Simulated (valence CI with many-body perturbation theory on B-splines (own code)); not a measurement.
Values are calculated unless marked as measured or tabulated.
**Level structure of Cr17+**

Method: configuration interaction combined with many-body perturbation theory (CI+MBPT): five valence electrons over a frozen Dirac-Fock core [He], radial functions for each j: 11 s, 11 p, 10 d, 8 f, 5 g, 2 h, with the one-electron correlation potential Σ1, the two-electron term Σ2, the three-electron term Σ3, Breit, model QED; selected CI, second order for the rest, scaled by the run's own slope (own B-spline code, finite nucleus).

No measured spectrum was set against this ion. As an estimate, levels of excited configurations hold to 0.05 to 0.15 % of their energy, terms of the ground configuration to about 0.5 %. Among the levels kept, up to 5400 cm⁻¹ of a level comes from second order outside the variational space, and about a tenth of that is noise between levels of different J, which matters for small intervals.

Levels 91 to 135 of 204, with energies above the lowest level, 2s²2p³ ⁴S°_3/2. "Leading %" is the weight of the configuration and term that name the level; weights of strongly mixed levels are sums over their largest components and can fall short. In the jj column 3d3/2^4 stands for four electrons in 3d with j = 3/2.

| No. | Configuration | Term | J | E (eV) | Leading % | g | Leading jj |
| --- | --- | --- | --- | --- | --- | --- | --- |
| 91 | 2s2p³3d | ⁶D° | 3/2 | 834.51 | 98 | 1.858 | 2s 2p1/2 2p3/2^2 3d3/2 (45 %) |
| 92 | 2s2p³3d | ⁶D° | 5/2 | 834.54 | 97 | 1.649 | 2s 2p1/2 2p3/2^2 3d3/2 (36 %) |
| 93 | 2s2p³3d | ⁶D° | 7/2 | 834.60 | 97 | 1.580 | 2s 2p1/2 2p3/2^2 3d5/2 (30 %) |
| 94 | 2s2p³3d | ⁶D° | 9/2 | 834.76 | 98 | 1.550 | 2s 2p1/2 2p3/2^2 3d5/2 (52 %) |
| 95 | 2s2p³3s | ²P° | 1/2 | 839.32 | 91 | 0.678 | 2s 2p1/2 2p3/2^2 3s (75 %) |
| 96 | 2s2p³3p | ⁴D | 1/2 | 839.34 | 79 | 0.186 | 2s 2p1/2^2 2p3/2 3p1/2 (41 %) |
| 97 | 2s2p³3p | ⁴D | 3/2 | 839.44 | 62 | 1.201 | 2s 2p1/2 2p3/2^2 3p1/2 (51 %) |
| 98 | 2s2p³3s | ²P° | 3/2 | 840.35 | 78 | 1.258 | 2s 2p3/2^3 3s (45 %) |
| 99 | 2s2p³3p | ⁴D | 5/2 | 840.66 | 51 | 1.216 | 2s 2p1/2 2p3/2^2 3p1/2 (60 %) |
| 100 | 2s2p³3p | ⁴F | 3/2 | 841.27 | 65 | 0.687 | 2s 2p1/2^2 2p3/2 3p1/2 (46 %) |
| 101 | 2s2p³3p | ⁴F | 7/2 | 842.24 | 56 | 1.313 | 2s 2p1/2 2p3/2^2 3p1/2 (66 %) |
| 102 | 2s2p³3p | ⁴D | 5/2 | 842.98 | 51 | 1.219 | 2s 2p1/2 2p3/2^2 3p3/2 (39 %) |
| 103 | 2s2p³3p | ²P | 3/2 | 843.76 | 44 | 1.140 | 2s 2p1/2 2p3/2^2 3p3/2 (60 %) |
| 104 | 2s2p³3p | ⁴D | 7/2 | 844.03 | 61 | 1.351 | 2s 2p1/2 2p3/2^2 3p3/2 (72 %) |
| 105 | 2s2p³3p | ²P | 1/2 | 844.77 | 78 | 0.593 | 2s 2p1/2 2p3/2^2 3p3/2 (52 %) |
| 106 | 2s2p³3p | ⁴F | 9/2 | 844.99 | 99 | 1.331 | 2s 2p1/2 2p3/2^2 3p3/2 (99 %) |
| 107 | 2s2p³3p | ²F | 5/2 | 845.87 | 85 | 0.906 | 2s 2p1/2^2 2p3/2 3p3/2 (41 %) |
| 108 | 2s2p³3p | ²F | 7/2 | 846.30 | 88 | 1.171 | 2s 2p1/2 2p3/2^2 3p3/2 (61 %) |
| 109 | 2s2p³3d | ⁴D° | 5/2 | 846.39 | 96 | 1.365 | 2s 2p1/2 2p3/2^2 3d5/2 (29 %) |
| 110 | 2s2p³3d | ⁴D° | 3/2 | 846.57 | 97 | 1.194 | 2s 2p1/2 2p3/2^2 3d5/2 (40 %) |
| 111 | 2s2p³3d | ⁴D° | 7/2 | 846.82 | 97 | 1.422 | 2s 2p1/2 2p3/2^2 3d5/2 (32 %) |
| 112 | 2s2p³3d | ⁴D° | 1/2 | 846.86 | 98 | 0.012 | 2s 2p1/2 2p3/2^2 3d5/2 (56 %) |
| 113 | 2s2p³3p | ⁴P | 3/2 | 850.02 | 65 | 1.775 | 2s 2p1/2 2p3/2^2 3p3/2 (54 %) |
| 114 | 2s2p³3p | ⁴P | 1/2 | 850.95 | 95 | 2.619 | 2s 2p1/2^2 2p3/2 3p3/2 (48 %) |
| 115 | 2s2p³3p | ⁴P | 5/2 | 851.78 | 92 | 1.569 | 2s 2p1/2 2p3/2^2 3p1/2 (63 %) |
| 116 | 2s2p³3p | ²D | 3/2 | 852.88 | 70 | 0.939 | 2s 2p1/2 2p3/2^2 3p3/2 (52 %) |
| 117 | 2s2p³3s | ⁴S° | 3/2 | 853.11 | 84 | 1.918 | 2s 2p1/2 2p3/2^2 3s (61 %) |
| 118 | 2s2p³3p | ²D | 5/2 | 854.42 | 84 | 1.219 | 2s 2p1/2 2p3/2^2 3p3/2 (79 %) |
| 119 | 2s2p³3p | ⁴D | 1/2 | 856.03 | 79 | 0.151 | 2s 2p1/2 2p3/2^2 3p1/2 (86 %) |
| 120 | 2s2p³3s | ²D° | 5/2 | 856.49 | 94 | 1.212 | 2s 2p1/2 2p3/2^2 3s (71 %) |
| 121 | 2s2p³3s | ²S° | 1/2 | 856.89 | 78 | 1.753 | 2s 2p1/2 2p3/2^2 3s (61 %) |
| 122 | 2s2p³3p | ⁴D | 3/2 | 856.93 | 83 | 1.146 | 2s 2p1/2 2p3/2^2 3p1/2 (51 %) |
| 123 | 2s2p³3s | ²D° | 3/2 | 856.97 | 90 | 0.840 | 2s 2p1/2 2p3/2^2 3s (65 %) |
| 124 | 2s2p³3p | ⁴D | 5/2 | 857.82 | 80 | 1.326 | 2s 2p1/2 2p3/2^2 3p3/2 (40 %) |
| 125 | 2s2p³3p | ⁴S | 3/2 | 858.43 | 63 | 1.874 | 2s 2p1/2 2p3/2^2 3p3/2 (48 %) |
| 126 | 2s2p³3p | ⁴D | 7/2 | 859.28 | 80 | 1.389 | 2s 2p3/2^3 3p3/2 (58 %) |
| 127 | 2s2p³3p | ²P | 1/2 | 860.27 | 69 | 0.733 | 2s 2p1/2 2p3/2^2 3p3/2 (47 %) |
| 128 | 2s2p³3p | ⁴P | 1/2 | 861.49 | 83 | 2.389 | 2s 2p1/2 2p3/2^2 3p1/2 (62 %) |
| 129 | 2s2p³3p | ⁴P | 3/2 | 861.94 | 68 | 1.496 | 2s 2p1/2 2p3/2^2 3p3/2 (58 %) |
| 130 | 2s2p³3p | ⁴P | 5/2 | 862.24 | 68 | 1.477 | 2s 2p1/2 2p3/2^2 3p3/2 (31 %) |
| 131 | 2s2p³3p | ²D | 3/2 | 862.81 | 57 | 1.109 | 2s 2p1/2 2p3/2^2 3p3/2 (55 %) |
| 132 | 2s2p³3p | ²P | 3/2 | 864.17 | 61 | 1.152 | 2s 2p3/2^3 3p3/2 (47 %) |
| 133 | 2s2p³3p | ²D | 5/2 | 864.78 | 61 | 1.265 | 2s 2p3/2^3 3p3/2 (54 %) |
| 134 | 2s2p³3d | ⁴F° | 3/2 | 866.59 | 95 | 0.424 | 2s 2p1/2 2p3/2^2 3d3/2 (42 %) |
| 135 | 2s2p³3d | ⁴F° | 5/2 | 867.18 | 85 | 0.995 | 2s 2p1/2 2p3/2^2 3d3/2 (54 %) |

Names give the largest LS component (configuration and term), which can be under half, so a name can repeat, a term be missing and a line seem to break the LS rules; names also repeat where a configuration has a term twice.
